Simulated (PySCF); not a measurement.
N-methyl-N-silylmethanamine (C2H9NSi), SMILES CN(C)[SiH3]. Coordinates come from a PBE-D3(BJ)/def2-SVP optimisation.

Method: PBE-D3(BJ)/def2-SVP (PySCF 2.14.0).

Harmonic wavenumbers (cm⁻¹): 127, 143, 228, 248, 267, 354, 657, 663, 693, 870, 937, 943, 1004, 1055, 1078, 1126, 1217, 1268, 1380, 1398, 1399, 1412, 1431, 1455, 2089, 2159, 2170, 2879, 2886, 2948, 2957, 3042, 3043. Rotational constants (GHz): 8.296, 4.342, 3.079; symmetry number 1.

Question: Work out the zero-point energy and the ideal-gas rigid-rotor harmonic-oscillator thermochemistry at 298.15 K and 1 atm.

Answer: ZPE = ½ Σ hcν = ½ × 45528 cm⁻¹ = 65.09 kcal/mol. H − E(el) = 69.89 kcal/mol. Entropy in cal/(mol K): translation 38.87, rotation 25.47, vibration 14.05, total 78.39. G − E(el) = 46.52 kcal/mol. Cp = 24.99 cal/(mol K). Modes under 150 cm⁻¹ make the vibrational entropy uncertain.
